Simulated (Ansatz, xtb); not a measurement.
**Relative energy of two isomers of C4H5BOS**

Structure I: `OB1C=CC=C1S`, a singlet. Structure II: `OC1=CB(S)C=C1`, a singlet. Both are isolated molecules in the gas phase, relaxed with PBE-D3(BJ)/def2-SVP; the shapes shown needn't be the lowest conformers.

I (Å):

```json
{"atom": "C", "x (Å)": "-0.7910", "y (Å)": "0.0546", "z (Å)": "-0.7536"}
{"atom": "C", "x (Å)": "0.3030", "y (Å)": "0.2914", "z (Å)": "0.0301"}
{"atom": "C", "x (Å)": "1.0117", "y (Å)": "-0.9386", "z (Å)": "0.4938"}
{"atom": "C", "x (Å)": "0.3877", "y (Å)": "-2.0550", "z (Å)": "0.0156"}
{"atom": "B", "x (Å)": "-0.8559", "y (Å)": "-1.5100", "z (Å)": "-0.8493"}
{"atom": "O", "x (Å)": "-1.7078", "y (Å)": "-2.3595", "z (Å)": "-1.4807"}
{"atom": "S", "x (Å)": "0.8241", "y (Å)": "-3.7215", "z (Å)": "0.2723"}
{"atom": "H", "x (Å)": "-2.4129", "y (Å)": "-1.8934", "z (Å)": "-1.9661"}
{"atom": "H", "x (Å)": "-1.4191", "y (Å)": "0.8522", "z (Å)": "-1.1740"}
{"atom": "H", "x (Å)": "0.6691", "y (Å)": "1.2915", "z (Å)": "0.3215"}
{"atom": "H", "x (Å)": "1.9083", "y (Å)": "-0.8992", "z (Å)": "1.1311"}
{"atom": "H", "x (Å)": "-0.1965", "y (Å)": "-4.2419", "z (Å)": "-0.4684"}
```

II (Å):

```json
{"atom": "C", "x (Å)": "-0.7441", "y (Å)": "-2.2539", "z (Å)": "-0.4602"}
{"atom": "C", "x (Å)": "-0.8604", "y (Å)": "-1.1665", "z (Å)": "0.3690"}
{"atom": "C", "x (Å)": "1.0115", "y (Å)": "-0.9464", "z (Å)": "-1.3168"}
{"atom": "C", "x (Å)": "0.3691", "y (Å)": "-2.1285", "z (Å)": "-1.4661"}
{"atom": "B", "x (Å)": "0.2632", "y (Å)": "-0.2161", "z (Å)": "-0.1050"}
{"atom": "O", "x (Å)": "-1.4625", "y (Å)": "-3.3910", "z (Å)": "-0.5061"}
{"atom": "S", "x (Å)": "0.7499", "y (Å)": "1.4074", "z (Å)": "0.4887"}
{"atom": "H", "x (Å)": "-2.1477", "y (Å)": "-3.3505", "z (Å)": "0.1903"}
{"atom": "H", "x (Å)": "-1.6128", "y (Å)": "-1.0750", "z (Å)": "1.1648"}
{"atom": "H", "x (Å)": "-0.1803", "y (Å)": "1.5294", "z (Å)": "1.4786"}
{"atom": "H", "x (Å)": "1.8610", "y (Å)": "-0.6268", "z (Å)": "-1.9370"}
{"atom": "H", "x (Å)": "0.5707", "y (Å)": "-2.9326", "z (Å)": "-2.1917"}
```

Energies in hartree; the thermal terms are from GFN2-xTB frequencies at re-optimised GFN2-xTB minima (ideal gas, soft modes damped towards free rotors, one conformer each, 298.15 K, 1 atm) and include the zero-point energy:

```
                              I           II
E, CCSD(T)/def2-SVP  −652.159728  −652.141802
    E, MP2/def2-SVP  −652.069732  −652.051245
  E, MP2/def2-TZVPP  −652.715434  −652.695446
  zero-point energy     0.080398     0.080683
       H(298 K) − E     0.088501     0.088628
       G(298 K) − E     0.049003     0.049346
```

Problem. Correct the CCSD(T) difference for the basis set by the MP2 change, then work out ΔE, ΔE₀, ΔH and ΔG for I → II in kcal/mol (1 Eh = 627.51 kcal/mol) and the equilibrium ratio [II]/[I].

Solution. 1. Differences II − I: CCSD(T) +0.017926, MP2 in the small set +0.018487, MP2 in the large set +0.019988 Eh.
2. ΔE = +0.017926 + (+0.019988 − (+0.018487)) = +0.019427 Eh = +12.19 kcal/mol.
3. ΔE₀ = ΔE + ΔZPE = +0.019427 + (+0.000285) Eh = +12.37 kcal/mol.
4. ΔH = ΔE + (+0.000127) Eh = +12.27 kcal/mol.
5. ΔG = ΔE + (+0.000343) Eh = +12.41 kcal/mol, so ΔS = (ΔH − ΔG)/T = −1.9 J/(mol K).
6. kT = 0.9442 mEh, so K = [II]/[I] = exp(−ΔG/kT) = exp(−20.94) ≈ 8.1 × 10^−10.

Structure I is favoured at this temperature. An error of 1 kcal/mol in ΔG would change K by a factor of 5.4. Mirror images and further conformers aren't counted.

As drawn, II has 1 C–O, 1 B–S in place of 1 B–O, 1 C–S.

Other levels gave ΔE = +8.7 (GFN2-xTB); +11.9 (HF/STO-3G, GFN2-xTB geometries); +9.0 (r2SCAN-D4/def2-SVP, GFN2-xTB geometries); +8.9 (PBE-D3(BJ)/def2-SVP); +10.0 (HF/def2-SVP); +11.6 (MP2/def2-SVP); +11.2 (CCSD(T)/def2-SVP) kcal/mol. The correlated steps freeze 11 core orbitals. Programs: Ansatz 0.2.0, xtb 6.7.1.
